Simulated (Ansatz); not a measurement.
Isolated molecules relaxed with PBE0-D4/def2-TZVP in Ansatz; ΔE leaves out vibrations. CBS: MP2 limit from def2 TZ/QZ plus the TZ coupled-cluster correction, frozen cores. This one scheme is used for every species. Functionals use def2-TZVPP. B3LYP here is the variant with VWN-RPA as its local correlation; programs differ in this. Open shells (•) are unrestricted, without spin–orbit coupling. Each species was taken in one conformer, which may not be the lowest.

`N[SiH](Cl)Cl` + `[OH]`• → `N[Si](Cl)Cl`• + H₂O  (hydrogen abstraction from the Si–H bond)

`N[SiH](Cl)Cl`:

Cartesian coordinates in Å:
```
N 0.642 0.643 0.642
Si -0.466 -0.322 -0.196
Cl -1.446 0.880 -1.522
Cl 0.363 -1.860 -1.279
H 1.201 1.324 0.154
H 1.117 0.278 1.453
H -1.411 -0.942 0.748
```

`[OH]`•:

```xyz
2

O    -0.120    0.327   -0.340
H     0.120   -0.327    0.340
```

`N[Si](Cl)Cl`•:

```xyz
6

N    -0.296   -0.299    0.817
Si   -0.177    0.442   -0.713
Cl    0.197   -1.052   -2.080
Cl    1.381    1.785   -0.613
H    -0.845   -1.137    0.933
H    -0.260    0.260    1.655
```

H₂O:

```xyz
3

O    -0.286    0.076   -0.252
H     0.535    0.559   -0.139
H    -0.249   -0.634    0.392
```

```json
{"level": "LDA (SPW92)", "ΔE (kcal/mol)": "-42.8", "difference from CCSD(T)/CBS": "-14.4"}
{"level": "PBE-D4", "ΔE (kcal/mol)": "-34.4", "difference from CCSD(T)/CBS": "-6.0"}
{"level": "B97M-V", "ΔE (kcal/mol)": "-26.2", "difference from CCSD(T)/CBS": "2.2"}
{"level": "PBE0-D4", "ΔE (kcal/mol)": "-29.1", "difference from CCSD(T)/CBS": "-0.7"}
{"level": "CAM-B3LYP-D4", "ΔE (kcal/mol)": "-27.2", "difference from CCSD(T)/CBS": "1.2"}
{"level": "revPBE", "ΔE (kcal/mol)": "-32.5", "difference from CCSD(T)/CBS": "-4.1"}
{"level": "BLYP", "ΔE (kcal/mol)": "-31.8", "difference from CCSD(T)/CBS": "-3.4"}
{"level": "B3LYP", "ΔE (kcal/mol)": "-28.3", "difference from CCSD(T)/CBS": "0.1"}
{"level": "BHLYP", "ΔE (kcal/mol)": "-21.5", "difference from CCSD(T)/CBS": "6.9"}
{"level": "CAM-B3LYP", "ΔE (kcal/mol)": "-27.3", "difference from CCSD(T)/CBS": "1.1"}
{"level": "HF/def2-SVP", "ΔE (kcal/mol)": "-6.6", "difference from CCSD(T)/CBS": "21.8"}
{"level": "CCSD(T)/def2-SVP", "ΔE (kcal/mol)": "-21.8", "difference from CCSD(T)/CBS": "6.6"}
{"level": "HF/def2-TZVPP", "ΔE (kcal/mol)": "-8.8", "difference from CCSD(T)/CBS": "19.6"}
{"level": "SCS-MP2/def2-TZVPP", "ΔE (kcal/mol)": "-27.4", "difference from CCSD(T)/CBS": "1.0"}
{"level": "MP2/def2-QZVPP", "ΔE (kcal/mol)": "-33.1", "difference from CCSD(T)/CBS": "-4.7"}
{"level": "CCSD/CBS(def2)", "ΔE (kcal/mol)": "-26.6", "difference from CCSD(T)/CBS": "1.8"}
{"level": "CCSD(T)/CBS", "ΔE (kcal/mol)": "-28.4", "difference from CCSD(T)/CBS": "0"}
```

Largest T1 diagnostic among the species: 0.013.

From r2SCAN to r2SCAN0 (25 % exact exchange), in def2-TZVPP and without D4, ΔE moves by +3.2 kcal/mol. Leaving LDA and LC-ωPBE aside and taking each functional with its dispersion term where it has one, the values, not all of them listed here, spread over 13.0 kcal/mol, from PBE-D4 to BHLYP-D4. LDA lies −8.3 kcal/mol from PBE without D4. In def2-TZVPP, CCSD(T) changes the Hartree–Fock value by −17.4 kcal/mol (the triples alone add −1.8 kcal/mol) and MP2 by −22.9 kcal/mol.
